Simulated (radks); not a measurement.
Question: The mean radii <r> (bohr) of the occupied orbitals of an atom or ion are listed with their occupations. All-electron calculation, non-relativistic Kohn-Sham, PBE, spin-polarised, spherical densities, point nucleus. Program: a radial shooting solver on a logarithmic mesh with Libxc functionals.

| orbital | occ. | <r> |
|---|---|---|
| 1s up | 1 | 0.03814 |
| 1s down | 1 | 0.03813 |
| 2s up | 1 | 0.1650 |
| 2s down | 1 | 0.1649 |
| 2p up | 3 | 0.1414 |
| 2p down | 3 | 0.1414 |
| 3s up | 1 | 0.4055 |
| 3s down | 1 | 0.4064 |
| 3p up | 2 | 0.3901 |

Name the element and its charge. Open shells, if any, are filled with parallel spins first.

Answer: Z = 40, zirconium, charge +26: Zr26+ in [Ne] 3s2 3p2. The 1s radius gives Z: for a bare nucleus <r> = 1.5/Z, 0.0375 bohr for Z = 40, and screening makes it slightly larger (0.03814 here). The occupations add up to 14, and the charge is Z minus that.
